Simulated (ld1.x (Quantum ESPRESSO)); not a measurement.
## What one change does to a pseudopotential (Mo, RRKJ)

| Property | Result |
| --- | --- |
| Element | Mo (Z = 42) |
| Generator | ld1.x (Quantum ESPRESSO) 7.5 |
| Type | norm-conserving RRKJ (Kleinman–Bylander form) |
| Functional | LDA (PZ) |
| Relativity | fully relativistic |
| Frozen core | [Ar] 3d10 |
| Valence charge | 14 |
| Reference configuration | 4s2 4p6 4d6 5s0 5p0 |
| Partial waves | 4s (bound): rc 1.75 bohr; 4p (bound): rc 1.60 bohr; 4d (bound): rc 2.05 bohr |
| Local potential | the d channel |
| Core correction | none |

Open shells are filled in proportion to 2j + 1 (rel_dist='average').

All-electron outer shells of the reference configuration (LDA (PZ), scalar-relativistic, ld1.x):

```csv
shell,level (eV),outermost node (bohr),outermost maximum (bohr)
3p,-376.70,0.17,0.38
3d,-219.10,–,0.32
4s,-62.33,0.51,0.99
4p,-36.59,0.52,1.06
5s,-3.72,1.35,3.00
4d,-2.52,0.53,1.42
5p,-0.87,1.56,4.32
```

Change: wave 4p (bound): rc 1.60 bohr becomes 4p (bound): rc 1.06 bohr.

Cutoffs: the cutoffs (Ry, on a coarse ladder) from which the occupation-weighted sum of valence levels, in a spherical-Bessel basis at the reference potential, stays within 10 and 1 mRy of its value at 400 Ry; they do not see the model core or the augmentation charge, which bear on the density cutoff. Errors are all-electron minus pseudo energies relative to the spin-unpolarised reference configuration.

**Question.** Predict the effect on cutoff, ghosts and configuration errors.

**Answer.** The potential gets harder (50 Ry and 80 Ry → 100 Ry and 140 Ry); the errors of the 7 common tests hardly move; neither file shows a bound ghost. A smaller radius makes the pseudo-wave follow the all-electron one further in, where it bends more sharply, so more plane waves are needed. In the base the local d channel has no projectors, so it cannot carry the spin–orbit splitting, and the file is wrong for that shell. In the changed file the local d channel has no projectors, so it cannot carry the spin–orbit splitting, and the file is wrong for that shell.

| quantity | base | changed |
| --- | --- | --- |
| cutoff, loose | 50 Ry | 100 Ry |
| cutoff, tight | 80 Ry | 140 Ry |
| loose cutoff by channel (10 mRy a level) | s 30 Ry, p 40 Ry, d 30 Ry | s 30 Ry, p 90 Ry, d 30 Ry |
| bound ghosts | none | none |
| largest miss of a reference level, eV | 0.11 | 0.11 |
| error for 4s2 4p6 4d5 5s1 5p0, meV [ΔE -0.82 eV] | +261 | +262 |
| error for 4s2 4p6 4d5 5s0 5p0, meV [ΔE 6.37 eV] | -0.7 | -0.6 |
| error for 4s2 4p6 4d4 5s0 5p0, meV [ΔE 22.07 eV] | -3.9 | -3.8 |
| error for 4s2 4p6 4d5.5 5s0.5 5p0, meV [ΔE -0.51 eV] | +119 | +119 |
| error for 4s2 4p5 4d5 5s1 5p0, meV [ΔE 43.32 eV] | +493 | +497 |
| error for 4s2 4p6 4d4 5s2 5p0, meV [ΔE -0.68 eV] | +645 | +648 |
| error for 4s2 4p6 4d4 5s1 5p1, meV [ΔE 2.93 eV] | +347 | +341 |
| s: phases at 2.24 bohr within 0.05 rad from the reference energy up to (Ry; the scan ends near 5) | -0.4 | -0.4 |
| p1/2: phases at 2.24 bohr within 0.05 rad from the reference energy up to (Ry; the scan ends near 5) | to the end of the scan | to the end of the scan |
| p3/2: phases at 2.24 bohr within 0.05 rad from the reference energy up to (Ry; the scan ends near 5) | to the end of the scan | to the end of the scan |
| d3/2: phases at 2.24 bohr within 0.05 rad from the reference energy up to (Ry; the scan ends near 5) | 3.6 | 3.6 |
| d5/2: phases at 2.24 bohr within 0.05 rad from the reference energy up to (Ry; the scan ends near 5) | 3.9 | 3.9 |
